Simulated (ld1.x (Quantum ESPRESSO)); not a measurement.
bismuth: one change to a TM potential, before and after

* Element: Bi (Z = 83)
* Generator: ld1.x (Quantum ESPRESSO) 7.5
* Type: norm-conserving Troullier–Martins (Kleinman–Bylander form)
* Functional: PBE
* Relativity: scalar-relativistic
* Frozen core: [Xe] 4f14
* Valence charge: 15
* Reference configuration: 5d10 6s2 6p3
* Partial waves: 6s (bound): rc 1.80 bohr; 6p (bound): rc 2.10 bohr; 5d (bound): rc 1.15 bohr
* Local potential: the d channel
* Core correction: none

All-electron outer shells of the reference configuration (PBE, scalar-relativistic, ld1.x):

```json
{"shell": "4f", "level (eV)": "-152.59", "outermost node (bohr)": "–", "outermost maximum (bohr)": "0.34"}
{"shell": "5p", "level (eV)": "-95.86", "outermost node (bohr)": "0.48", "outermost maximum (bohr)": "0.86"}
{"shell": "5d", "level (eV)": "-27.08", "outermost node (bohr)": "0.51", "outermost maximum (bohr)": "1.03"}
{"shell": "6s", "level (eV)": "-14.48", "outermost node (bohr)": "0.98", "outermost maximum (bohr)": "1.88"}
{"shell": "6p", "level (eV)": "-4.57", "outermost node (bohr)": "1.14", "outermost maximum (bohr)": "2.44"}
```

Change: wave 6p (bound): rc 2.10 bohr becomes 6p (bound): rc 2.86 bohr.

Cutoffs: the cutoffs (Ry, on a coarse ladder) from which the occupation-weighted sum of valence levels, in a spherical-Bessel basis at the reference potential, stays within 10 and 1 mRy of its value at 400 Ry; they do not see the model core or the augmentation charge, which bear on the density cutoff. Errors are all-electron minus pseudo energies relative to the spin-unpolarised reference configuration.

**Question.** What does the change do?

**Answer.** The potential gets neither clearly harder nor softer (90 Ry and 120 Ry → 90 Ry and 120 Ry); both files keep a bound ghost (p, s); of the 6 tests that both files solve, the error grows in 2 and shrinks in 1 by more than 15 % and 0.3 meV (median size 10.5 → 13.1 meV).

| quantity | base | changed |
| --- | --- | --- |
| cutoff, loose | 90 Ry | 90 Ry |
| cutoff, tight | 120 Ry | 120 Ry |
| bound ghosts | s, p | s, p |
| tests counted (converged, no solver errors) | 6 of 7 | 6 of 7 |
| error for 5d10 6s2 6p2, meV [ΔE 7.91 eV] | -6.8 | -7.3 |
| error for 5d10 6s2 6p1, meV [ΔE 23.16 eV] | -19 | -23 |
| error for 5d10 6s2 6p0, meV [ΔE 46.50 eV] | -12 | -31 |
| error for 5d10 6s1 6p4, meV [ΔE 10.08 eV] | -8.7 | -5.0 |
| error for 5d10 6s2 6p3.3, meV [ΔE -1.09 eV] | +0.3 | +0.3 |
| error for 5d10 6s1 6p3, meV [ΔE 18.73 eV] | -22 | -19 |

Base: Tests not counted: 5d9 6s2 6p3 (solver errors, printed error -37.5 eV). Changed file: Tests not counted: 5d9 6s2 6p3 (solver errors, printed error -1507 eV). A true bound ghost makes a file unfit for plane-wave use even where its test errors are small: the radial tests pick states by their node count and pass the ghost by. Where a test does run into it, the solver fails or the error is huge.
